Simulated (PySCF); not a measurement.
**Mayer bond orders and bond lengths**

Compound: C5H11ClOSi.
Numbering: `[CH2:1]=[CH:2][SiH2:3][C@:4]([CH3:5])([Cl:6])[CH2:7][OH:8]` (hydrogens: H9, H10 on C1; H11 on C2; H12, H13 on Si3; H14, H15, H16 on C5; H17, H18 on C7; H19 on O8)

Structure used (GFN2-xTB), in Å, numbered top down from 1:
```
atom  x, y, z in Å
C1    -3.2140    0.3155    0.4831
C2    -2.2725   -0.1476   -0.3247
Si3   -0.7456   -1.0884    0.2354
C4     0.7818   -0.0334   -0.2639
C5     0.7459    1.3795    0.2880
Cl6    0.7060    0.0759   -2.0768
C7     2.1045   -0.7174    0.0652
O8     3.2280   -0.0078   -0.3762
H9    -3.1650    0.1732    1.5502
H10   -4.0757    0.8547    0.1201
H11   -2.3818    0.0261   -1.3891
H12   -0.6372   -2.3746   -0.4566
H13   -0.7180   -1.2564    1.6914
H14    1.6423    1.9292    0.0038
H15    0.7006    1.3351    1.3746
H16   -0.1287    1.9152   -0.0740
H17    2.2014   -0.7920    1.1513
H18    2.1022   -1.7353   -0.3520
H19    3.1159    0.1577   -1.3226
```

Bond orders from the PBE0/pcSseg-1 density (PySCF). Geometry: GFN2-xTB, one conformer, isolated molecule.

Q: Where do the orders between heavy atoms depart from those drawn in the SMILES?

A: The largest departure is 0.219, at Si3–C4 (drawn single, 0.781). Drawn single, order below 0.88: Si3–C4 (0.781).

Q: Set the Mayer orders of the bonds beside their lengths.

A: 
```csv
bond,drawn as,length (Å),Mayer order
C1–C2,double,1.324,1.989
C2–Si3,single,1.879,0.904
Si3–C4,single,1.922,0.781
C4–C5,single,1.517,0.975
C4–Cl6,single,1.818,0.967
C4–C7,single,1.525,0.959
C7–O8,single,1.400,0.969
C1–H9,single,1.078,0.957
C1–H10,single,1.079,0.952
C2–H11,single,1.084,0.935
Si3–H12,single,1.465,0.954
Si3–H13,single,1.466,0.945
C5–H14,single,1.089,0.951
C5–H15,single,1.088,0.950
C5–H16,single,1.088,0.956
C7–H17,single,1.093,0.937
C7–H18,single,1.100,0.944
O8–H19,single,0.967,0.937
```

Bonds between the same two heavy elements. C–C: lowest C4–C7 (0.959, 1.525 Å), highest C1–C2 (1.989, 1.324 Å). C–Si: lowest Si3–C4 (0.781, 1.922 Å), highest C2–Si3 (0.904, 1.879 Å).

Q: Sum the orders of all bonds at each heavy atom with more than one neighbour and set the sums beside the valence in the SMILES.

A: C1 3.898 (drawn 4), C2 3.828 (drawn 4), Si3 3.584 (drawn 4), C4 3.682 (drawn 4), C5 3.832 (drawn 4), C7 3.809 (drawn 4), O8 1.906 (drawn 2). Orders between atoms that aren't bonded are not in these sums.

Mayer orders depend on the basis set.
